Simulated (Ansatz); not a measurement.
The same path of ClH3Sn + H2S (8 atoms, charge 0, multiplicity 1) was run twice with different band settings. Lost on the way: Sn1–Cl2, S6–H8. Made: Sn1–S6, Cl2–H8.

Computed with Ansatz 0.2.0, RKS PBE-D4/def2-SVP.

Relaxed end points:

```xyz
8
Properties=species:S:1:pos:R:3
Sn 0.284 0.051 -0.132
Cl 0.168 -0.208 2.250
H 1.981 -0.012 -0.457
H -0.388 1.588 -0.502
H -0.542 -1.290 -0.819
S -3.328 0.132 0.981
H -3.345 -1.227 0.911
H -2.330 0.093 1.915
```

```xyz
8
Properties=species:S:1:pos:R:3
Sn -0.450 -0.048 -0.540
Cl -0.412 0.705 3.178
H 0.699 -1.021 0.291
H -0.120 1.637 -0.476
H -0.681 -0.593 -2.165
S -2.630 -0.276 0.623
H -2.476 -1.614 0.831
H -1.431 0.338 2.405
```

Common settings: movable images 5; climbing image yes; spring 5.0 eV/Å²; optimiser quadratic models (default); start path through a guess of the saddle point; iteration limit 60; end points relaxed.

| run | force threshold |
| --- | --- |
| 1 | 0.03 eV/Å |
| 2 | 0.2 eV/Å |

Q: What does each run give, and how far can it be trusted?

A: Run 1: converged after 33 iterations, highest image 0.775 eV above the first end. A vibrational analysis at the climbing image gives one clearly imaginary mode, 317i cm⁻¹: a first-order saddle point.
Run 2: converged after 13 iterations, highest image 0.820 eV above the first end. The threshold of 0.2 eV/Å is loose, so the images may lie well off the minimum-energy path. The order of the point at the top wasn't checked.
The orbitals stay closed-shell, which can raise the energy where a bond breaks towards radicals; this wasn't checked here.
